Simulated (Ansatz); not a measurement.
Consider the ligand exchange at the Al–C bond: `[CH3][AlH2]` + `NBO` → `OB[NH][AlH2]` + CH₄.

Program: Ansatz. Geometries: PBE0-D4/def2-TZVP. ΔE: electronic, gas phase. CBS: MP2 limit from def2 TZ/QZ plus the TZ coupled-cluster correction, frozen cores. This one scheme is used for every species. Each species was taken in one conformer, which may not be the lowest.

```csv
species,CCSD(T)/CBS(def2) energy (Eh)
`[CH3][AlH2]`,-283.05813
`NBO`,-157.17416
`OB[NH][AlH2]`,-399.80663
CH₄,-40.46206
```

Question: Work out ΔE.

Answer: ΔE = (-399.80663) + (-40.46206) − (-283.05813) − (-157.17416) = -0.03640 Eh = -0.99 eV.

Largest T1 diagnostic among the species: 0.012.

At CCSD(T), def2-SVP lies −0.04 eV from the extrapolated value and def2-TZVPP −0.01 eV. From BLYP to BHLYP (50 % exact exchange), in def2-TZVPP and without D4, ΔE moves by −0.04 eV.
